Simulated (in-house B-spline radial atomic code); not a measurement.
Configurations of the lead ion Pb⁺, with energies counted from [Xe] 4f14 5d10 6s2 (6p1/2)1. Level of theory: Dirac-Hartree-Fock, average of each configuration as written, Fermi nucleus of rms radius 5.5012 fm; calculated with a B-spline radial code for spherical atoms. Energies include first-order Breit, QED and recoil terms.

Occupations are held fixed; configurations that lie above the ionisation limit could autoionise.

```csv
configuration,E - E(ref) (eV),highest orbital,its <r> (bohr)
[Xe] 4f14 5d10 6s2 (6p3/2)1,1.7437,6p3/2,3.143
[Xe] 4f14 5d10 6s2 8s1,10.545,8s1/2,10.78
[Xe] 4f14 (5d3/2)4 (5d5/2)5 6s2 (6p1/2)1 (6p3/2)1,19.332,6p3/2,2.978
[Xe] 4f14 (5d3/2)3 (5d5/2)6 6s2 (6p1/2)1 (7p3/2)1,30.377,7p3/2,7.328
[Xe] 4f14 (5d3/2)4 (5d5/2)5 6s2 (6p3/2)1 (7g7/2)1,34.489,7g7/2,31.72
[Kr] 4d10 4f14 5s2 (5p1/2)2 (5p3/2)3 5d10 6s2 (6p1/2)1 (8f5/2)1,100.18,8f5/2,32.73
[Kr] 4d10 4f14 5s2 (5p1/2)1 (5p3/2)4 5d10 6s2 (6p3/2)1 10s1,124.31,10s1/2,24.69
[Xe] (4f5/2)6 (4f7/2)7 5d10 6s2 (6p3/2)1 (7f5/2)1,152.46,7f5/2,23.19
```

Task: Order these further configurations by energy, lowest first.
A. [Xe] 4f14 (5d3/2)4 (5d5/2)5 6s2 (6p1/2)1 (9d3/2)1
B. [Xe] 4f14 5d10 6s1 (6p3/2)1 (8d5/2)1
C. [Xe] (4f5/2)5 (4f7/2)8 5d10 6s2 (6p1/2)1 7s1
D. [Xe] 4f14 5d10 6s1 (6p1/2)1 (6g9/2)1
E. [Xe] 4f14 5d10 6s2 9s1

Result: E (11.998 eV), D (20.051 eV), B (21.543 eV), A (31.586 eV), C (148.8 eV).

Task: How far above the reference does [Xe] 4f14 5d10 6s2 (10f5/2)1 lie?

Result: 13.703 eV; its least bound orbital is 10f5/2 with <r> = 56.98 bohr.

Task: How far above the reference does [Xe] (4f5/2)6 (4f7/2)7 5d10 6s2 (6p1/2)1 (8d3/2)1 lie?

Result: 149.35 eV; its least bound orbital is 8d3/2 with <r> = 17.5 bohr.

Task: How far above the reference does [Xe] (4f5/2)5 (4f7/2)8 5d10 6s2 (6p3/2)1 (8p1/2)1 lie?

Result: 155.6 eV; its least bound orbital is 8p1/2 with <r> = 12.28 bohr.
